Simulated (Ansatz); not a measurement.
`Br[As](Br)Br`, 4 atoms. Charge 0, multiplicity 1. Correlated methods include outer-core shells of As, Br, which these sets cover unevenly. Scalar relativity is left out up to krypton. All runs use 4 threads of an Arm Neoverse N1 on a shared host. Correlated methods freeze the cores.

(1) How many basis functions does each run have, and how long does it take in Ansatz? RKS PBE0-D4/def2-TZVP frequencies; RHF-CCSD(T)/def2-SVP energy; RHF-CCSD(T)/def2-TZVPP energy; RHF-MP2/def2-QZVPP energy; RKS HSE06 (plane-wave form)-D4/def2-TZVPP energy; RKS ωB97M-V/def2-SVP energy; RKS r2SCANh-D4/def2-TZVPP energy; RKS PBE0-D4/def2-QZVPP energy; RKS BHLYP-D4/def2-TZVPP energy; RKS ωB97M-V/def2-QZVPP energy; RKS PBE0-D4/def2-TZVP relaxation (5 steps); direct RPA on PBE orbitals/def2-TZVPP energy. (Best estimate.)

Answers

(1) Ansatz gave: Other jobs shared the machine, so times are rough.

```json
{"level": "RKS BHLYP-D4/def2-TZVPP", "job": "energy", "functions": "192", "wall time": "7.5 s", "peak host memory (GiB)": "0.61"}
{"level": "direct RPA on PBE orbitals/def2-TZVPP", "job": "energy", "functions": "192", "wall time": "7.5 s", "peak host memory (GiB)": "0.44"}
{"level": "RKS HSE06 (plane-wave form)-D4/def2-TZVPP", "job": "energy", "functions": "192", "wall time": "8 s", "peak host memory (GiB)": "0.64"}
{"level": "RKS ωB97M-V/def2-SVP", "job": "energy", "functions": "128", "wall time": "12 s", "peak host memory (GiB)": "0.54"}
{"level": "RKS r2SCANh-D4/def2-TZVPP", "job": "energy", "functions": "192", "wall time": "12 s", "peak host memory (GiB)": "0.63"}
{"level": "RHF-CCSD(T)/def2-SVP", "job": "energy", "functions": "128", "wall time": "14 s", "peak host memory (GiB)": "0.53"}
{"level": "RKS PBE0-D4/def2-QZVPP", "job": "energy", "functions": "356", "wall time": "22 s", "peak host memory (GiB)": "2.2"}
{"level": "RHF-MP2/def2-QZVPP", "job": "energy", "functions": "356", "wall time": "40 s", "peak host memory (GiB)": "1.8"}
{"level": "RKS ωB97M-V/def2-QZVPP", "job": "energy", "functions": "356", "wall time": "46 s", "peak host memory (GiB)": "2.4"}
{"level": "RKS PBE0-D4/def2-TZVP", "job": "relaxation (5 steps)", "functions": "192", "wall time": "56 s", "peak host memory (GiB)": "0.67"}
{"level": "RHF-CCSD(T)/def2-TZVPP", "job": "energy", "functions": "192", "wall time": "87 s", "peak host memory (GiB)": "1.5"}
{"level": "RKS PBE0-D4/def2-TZVP", "job": "frequencies", "functions": "192", "wall time": "98 s", "peak host memory (GiB)": "0.67"}
```
